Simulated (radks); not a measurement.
Problem. Valence configurations of neutral thulium (all share [Xe]). All-electron calculation, scalar-relativistic Kohn-Sham, PBE, spin-polarised, spherical densities, point nucleus; open shells are filled with parallel spins first (spin-orbit coupling, left out, can overturn this in heavy ions). Program: a radial shooting solver on a logarithmic mesh with Libxc functionals. Order these by energy: 4f13 6s1 6p1; 4f13 5d0.5 6s1.5; 4f12.5 6s2 6p0.5; 4f13 5d1 6s1; 4f13 6s2; 4f10.5 5d1 6s2 6p1.5; 4f11.5 6s2 6p1.5; 4f11 6s2 6p2.

Solution. From the lowest, in eV above it: 4f13 6s2 0.000; 4f13 5d0.5 6s1.5 1.409; 4f12.5 6s2 6p0.5 1.698; 4f13 6s1 6p1 2.353; 4f13 5d1 6s1 2.591; 4f11.5 6s2 6p1.5 11.210; 4f11 6s2 6p2 19.392; 4f10.5 5d1 6s2 6p1.5 24.725. NIST lists [Xe] 4f13 6s2 as the ground configuration; this level of theory agrees among the configurations tried. The energies are those of spherical high-spin densities, not of single terms. No valid solution was reached for [Xe] 4f14 6s1; [Xe] 4f13.5 6s1.5.
